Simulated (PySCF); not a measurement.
## Ionisation energy of Cd⁺ by level of theory

Cd⁺ [Kr] 4d10 5s1 (2S) → Cd²⁺ [Kr] 4d10 (1S), as a difference of total energies. Computed with PySCF 2.14 in aug-cc-pVDZ-PP with ECP28MDF, with a scalar-relativistic core potential. Correlated levels: valence: 4s2 4p6 frozen. The calculations carry no spin-orbit coupling.

```tsv
method	ionisation energy (eV)	error (eV)
UHF	15.499	-1.409
BP86	17.419	+0.511
M06-L	16.371	-0.537
MP2 (valence)	16.597	-0.311
SCS-MP2 (valence)	16.428	-0.480
```

Reference: 16.908 eV (measured; NIST Atomic Spectra Database, ionization energies).

Errors of the correlated levels include the incompleteness of this basis and the frozen core.
